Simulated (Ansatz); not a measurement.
Gas-phase electronic energies from Ansatz, PBE0-D4/def2-TZVP geometries. CCSD(T)/CBS is the MP2 limit (def2-TZVPP, def2-QZVPP) plus CCSD(T) − MP2 in def2-TZVPP, frozen cores. This one scheme is used for every species. DFT in def2-TZVPP. B3LYP here is the variant with VWN-RPA as its local correlation; programs differ in this. One conformer a species, not always the lowest.

Consider the formal exchange of groups at a B–O bond: `NBO[SiH2]F` + BH₃ → `BBN` + `O[SiH2]F`.

```tsv
level	ΔE (kcal/mol)	difference from CCSD(T)/CBS
r2SCAN-D4	31.4	-1.2
PBE0-D4	30.1	-2.5
ωB97X-V	32.1	-0.5
B2PLYP	33.2	0.6
PBE	27.7	-4.9
r2SCAN	31.3	-1.3
PBE0	29.6	-3.0
B3LYP	31.9	-0.7
HF/def2-TZVPP	37.5	4.9
MP2/def2-TZVPP	34.3	1.7
CCSD/def2-TZVPP	33.4	0.8
HF/def2-QZVPP	37.8	5.2
MP2/def2-QZVPP	34.1	1.5
SCS-MP2/def2-QZVPP	34.5	1.9
HF/CBS(def2)	37.8	5.2
CCSD/CBS(def2)	32.9	0.3
CCSD(T)/CBS	32.6	0
```

Largest T1 diagnostic among the species: 0.013.

From PBE to PBE0 (25 % exact exchange), in def2-TZVPP and without D4, ΔE moves by +1.9 kcal/mol. In def2-TZVPP, CCSD(T) changes the Hartree–Fock value by −4.4 kcal/mol (the triples alone add −0.3 kcal/mol) and MP2 by −3.2 kcal/mol. The D4 term adds +0.8 kcal/mol with B3LYP and +0.5 kcal/mol with PBE0; it sums over pairs of atoms, weighted by their polarisabilities, and B3LYP, whose exchange is more repulsive, gets the larger term.
